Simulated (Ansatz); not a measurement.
CH6F2Si2 can be A, `F[SiH](F)C[SiH3]`, or B, `FC(F)([SiH3])[SiH3]`.

Program: Ansatz. Geometries: PBE0-D4/def2-TZVP. ΔE: electronic, gas phase. CCSD(T)/CBS adds triple-zeta CCSD(T) − MP2 to the extrapolated MP2 energy (def2 sets, frozen cores). Functionals use def2-TZVPP. B3LYP here is the variant with VWN-RPA as its local correlation; programs differ in this. One conformer a species, not always the lowest.

Task: Which is lower in electronic energy at CCSD(T)/CBS, and by how much? (An estimate is asked.)

Result: Computed: A, by 122.1 kcal/mol.

Task: Give E(B) − E(A) in kcal/mol with HF/def2-TZVPP, CCSD/def2-TZVPP, r2SCAN-D4, B3LYP, B2PLYP, ωB97M-V, B3LYP-D4. (Best estimate.)

Result: Ansatz gave: HF/def2-TZVPP 122.9, CCSD/def2-TZVPP 121.6, r2SCAN-D4 118.0, B3LYP 115.9, B2PLYP 119.9, ωB97M-V 118.0, B3LYP-D4 115.9. None reverses the order clearly.

Largest T1 diagnostic: 0.013.

From PBE to PBE0 (25 % exact exchange), in def2-TZVPP and without D4, E(B) − E(A) moves by +5.3 kcal/mol.
